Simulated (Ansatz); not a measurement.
Compare A (`F[SiH]1[CH2][AlH][S]1`) with its isomer B (`F[CH]1[SiH2][Al]1[SH]`).

Program: Ansatz. Geometries: PBE0-D4/def2-TZVP. ΔE: electronic, gas phase. CBS: MP2 limit from def2 TZ/QZ plus the TZ coupled-cluster correction, frozen cores. Functionals use def2-TZVPP. B3LYP here is the variant with VWN-RPA as its local correlation; programs differ in this. Each species was taken in one conformer, which may not be the lowest.

A:

```xyz
9

F     0.818    0.321   -2.283
Si   -0.090   -0.329   -1.138
C     0.755   -0.334    0.518
Al   -0.686    0.797    1.208
S    -1.756    0.945   -0.697
H    -0.544   -1.639   -1.655
H     1.737    0.146    0.481
H     0.872   -1.323    0.968
H    -1.106    1.415    2.596
```

B:

Z-matrix (Å, degrees):
```
C
Si 1 1.918
Al 1 1.954 2 74.9
F 1 1.373 2 125.8 3 141.2
H 1 1.113 2 102.5 3 -93.7
H 2 1.490 1 121.3 3 134.2
H 2 1.491 1 111.0 3 -95.7
S 3 2.176 1 146.4 2 168.1
H 8 1.346 3 92.2 1 -5.4
```

(1) Which is lower in electronic energy at CCSD(T)/CBS, and by how much? (Best estimate.)

(2) Give E(B) − E(A) in kcal/mol with HF/def2-TZVPP, CCSD(T)/def2-TZVPP, r2SCAN-D4, CCSD/def2-TZVPP, B3LYP, PBE0-D4, PBE-D4. (An estimate is asked.)

Largest T1 diagnostic: 0.014.

Results:

(1) The calculation gave: A, by 114.2 kcal/mol.

(2) Computed: HF/def2-TZVPP 118.2, CCSD(T)/def2-TZVPP 112.1, r2SCAN-D4 110.7, CCSD/def2-TZVPP 113.3, B3LYP 107.6, PBE0-D4 108.8, PBE-D4 102.8. None reverses the order clearly.

From PBE to PBE0 (25 % exact exchange), in def2-TZVPP and without D4, E(B) − E(A) moves by +6.1 kcal/mol. The D4 term adds +1.8 kcal/mol with B3LYP and +0.9 kcal/mol with PBE0; it sums over pairs of atoms, weighted by their polarisabilities, and B3LYP, whose exchange is more repulsive, gets the larger term.
